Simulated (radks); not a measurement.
Question: Spherical quantum dot in the effective-mass picture: electrons in a parabolic well V = omega^2 r^2 / 2 with omega = 1.03, with a point charge +2 (a donor) at the centre, all in effective atomic units (hartree* = m*/eps^2 hartree, bohr* = eps/m* bohr), one dielectric constant everywhere. Method: non-relativistic Kohn-Sham, PBEsol, spin-polarised, spherical densities; computed with a radial shooting solver with Libxc functionals. Levels are named by radial order and angular momentum (1s, 1p, 1d, 2s, ...), and open shells are averaged over m. At N = 33 the configuration is 1s2 1p6 1d10 2s2 1f(up 7, down 3) 2p(up 3, down 0). Does electron 34 go into 1f down or 3s up or 2p down?

Answer: Into 1f down. The total energies of the other choices lie higher by 0.0774 hartree* (2p down), 0.304 hartree* (3s up).
